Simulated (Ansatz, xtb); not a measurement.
**Relaxing a trial structure of H7SbSi2**

The starting geometry of this gas-phase singlet has its atoms placed at random.

```xyz
10

Sb   -0.7144   -0.1968    0.6168
Si    1.2792   -1.1268    0.3273
Si    0.6724   -0.3641    2.4059
H     1.4198    0.8474   -0.0996
H    -0.2714    1.7891    0.9555
H    -1.8674    1.4396   -0.0011
H    -0.5823   -1.1846    2.1576
H    -1.8824   -1.3848    0.7276
H    -0.5648    1.3421    2.1187
H    -1.2374    1.7624    1.4211
```

Q: Guess where an optimisation with r2SCAN-D4/def2-SVP ends from this start.

A: It falls apart into H5SbSi2 + H2. Distances that change by over a tenth: Sb1–Si2 (2.22 → 2.69 Å), Sb1–Si3 (2.27 → 2.75 Å), Sb1–H6 (2.10 → 1.85 Å), Sb1–H9 (2.16 → 3.61 Å), Sb1–H10 (2.18 → 3.63 Å). Contacts that open: Sb1–H5 (2.06 → 3.45 Å), Sb1–H7 (1.84 → 3.50 Å). Contacts that close: Si2–H4 (2.02 → 1.54 Å), Si3–H9 (2.13 → 1.50 Å), H5–H10 (1.07 → 0.76 Å).

The energy falls by 10.28 eV over 30 steps:

| step | E − E(last) (eV) |
| --- | --- |
| 1 | 10.284 |
| 4 | 2.547 |
| 7 | 0.748 |
| 11 | 0.093 |
| 14 | 0.060 |
| 17 | 0.015 |
| 20 | 0.003 |
| 24 | 0.000 |
| 27 | 0.000 |
| 30 | 0.000 |

Final geometry (Å):

```csv
atom,x (Å),y (Å),z (Å)
Sb,-1.2740,-0.2566,-0.3760
Si,1.2817,-0.7984,0.2578
Si,-0.0806,-0.3847,2.0932
H,1.5093,0.7202,0.2039
H,-0.0215,2.7992,0.6340
H,-1.7248,0.1314,1.3792
H,-0.7497,-1.4716,2.8690
H,-1.8285,-1.8533,-0.0471
H,-0.1714,0.8974,2.8576
H,-0.6892,3.1399,0.7583
```

From the same start GFN2-xTB ends elsewhere, in pieces: H5SbSi2 + H2.

From so rough a start the end depends on the optimiser's path, so another program may land elsewhere. The end wasn't checked by frequencies. Atoms past krypton carry core potentials, without spin–orbit terms. Run with Ansatz 0.2.0, 67 s on 1 thread of Intel(R) Xeon(R) 6975P-C (Granite Rapids) (shared host).
